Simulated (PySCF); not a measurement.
Species: 1,2-dimethoxybenzene, C8H10O2.
Geometry (PBE0-D3(BJ)/def2-SVP, Å), atoms numbered from 1 in this order:
```xyz
20
C8H10O2 angstrom
C     -3.0588   -0.6875    1.0256
O     -1.6719   -0.7523    0.8758
C     -0.9935    0.3930    0.6715
C     -1.5693    1.6579    0.5938
C     -0.7746    2.7911    0.3797
C      0.5975    2.6587    0.2434
C      1.1898    1.3916    0.3189
C      0.4118    0.2570    0.5306
O      0.8863   -1.0008    0.6171
C      2.2627   -1.2037    0.4964
H     -3.3519   -0.0741    1.8969
H     -3.4082   -1.7159    1.1838
H     -3.5527   -0.2781    0.1258
H     -2.6483    1.7720    0.7001
H     -1.2464    3.7742    0.3217
H      1.2264    3.5356    0.0766
H      2.2706    1.2979    0.2103
H      2.8288   -0.6765    1.2856
H      2.4336   -2.2830    0.6001
H      2.6437   -0.8757   -0.4878
```

All values: PBE0/pcSseg-1 (PySCF, non-relativistic), on one gas-phase PBE0-D3(BJ)/def2-SVP geometry that isn't relaxed in the solvent. The solvent is an IEF-PCM continuum (cavity from Bondi-type radii × 1.2). Only the electrostatic response of the medium enters.

| run | E − E(gas) (kcal/mol) | HOMO (eV) | HOMO–LUMO gap (eV) | dipole (D) |
| --- | --- | --- | --- | --- |
| gas | 0.00 | -5.90 | 6.09 | 0.02 |
| P | -7.01 | -6.12 | 6.11 | 0.32 |
| Q | -4.75 | -6.04 | 6.10 | 0.17 |

Question: The runs were made in chloroform and water. Which run belongs to which solvent?

Answer: P = water, Q = chloroform. The dielectric constants are 4.711 (chloroform), 78.36 (water), and the energy falls further as ε rises. In this model the ground state sees the solvent through ε alone.

Question: How constant is the ratio of the lowering to (ε − 1)/(2ε + 1)?

Answer: 
```
   solvent  (ε − 1)/(2ε + 1)  E − E(gas) (kcal/mol)  ratio (kcal/mol)  polarisation term (kcal/mol)
chloroform             0.356                  -4.75             -13.3                         -5.27
     water             0.490                  -7.01             -14.3                         -8.18
```

The ratio changes by +7.1 % in size from chloroform to water. The polarisation term is half the interaction of the solute with the induced surface charges.

Cost: about 60 s of CPU time on one thread; the machine was shared, so the figure is rough. This is the whole shielding run at PBE0/pcSseg-1 in water, SCF included.
